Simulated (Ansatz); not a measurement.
Input file for Ansatz (a quantum-chemistry and plane-wave program): U-B3LYP/def2-TZVPP on GeB, 2S+1 = 4, a spin state set in the input, which need not be the lowest, a point of a bond scan (R = 1.985 Å).

Ansatz 0.2 input:
```yaml
crystal:
  periodic: [false, false, false]
  atoms:
    - {symbol: B, position_ang: [0.00000000, 0.00000000, 0.00000000]}
    - {symbol: Ge, position_ang: [0.00000000, 0.00000000, 1.98530300]}
basis:
  gaussian:
    orbitals: def2-TZVPP
    pivot_positions_ang: [[0.00000000, 0.00000000, 0.00000000], [0.00000000, 0.00000000, 1.98530300]]
hamiltonian:
  xc: {name: B3LYP}
magnetization: {spin_polarized: true, initial_magnetization: 3}
output: {forces: true, orbitals: {seedname: ./end}}
```

Program output:

```
WARN ansatz: RAYON_NUM_THREADS=2 ignored (pool sized by the plan → 2); use --threads N
Functional definition: B3LYP
integrals: 0.02 GiB planned
558 factors; their error is unknown
mean field: 0.29 GiB planned
mean field evaluation 1: about -57189.4269 eV, gradient 1.7e1 eV
mean field evaluation 2: about -57185.5106 eV, gradient 2.7e1 eV
mean field evaluation 4: about -57191.0569 eV, gradient 1.2e0 eV
mean field evaluation 8: about -57191.0672 eV, gradient 5.7e-2 eV
mean field evaluation 16: about -57191.2859 eV, gradient 5.5e-5 eV
mean field -57191.28589873 eV, -2101.7409911326 hartree, gradient 5.5e-5 eV, S^2 3.752172; 0 other end points of the search recorded, 0 dependent functions left out
the calculation of the forces begins
reference -57191.28607545 eV, -2101.7409976267 hartree; 20, 17 occupied and 59, 62 virtual orbitals, 558 factors
Total energy: -57191.28607545 eV, -2101.7409976267 hartree
Atom 0 at     0.000000     0.000000     0.000000 Å, force     0.000000     0.000000    -0.085288 eV/Å
Atom 1 at     0.000000     0.000000     1.985303 Å, force    -0.000000    -0.000000     0.085288 eV/Å
Dipole moment:     0.000000    -0.000000     0.185069 e Å
```

Self-consistency was reached.

Cost: about 1.1 core-seconds (a rough figure).
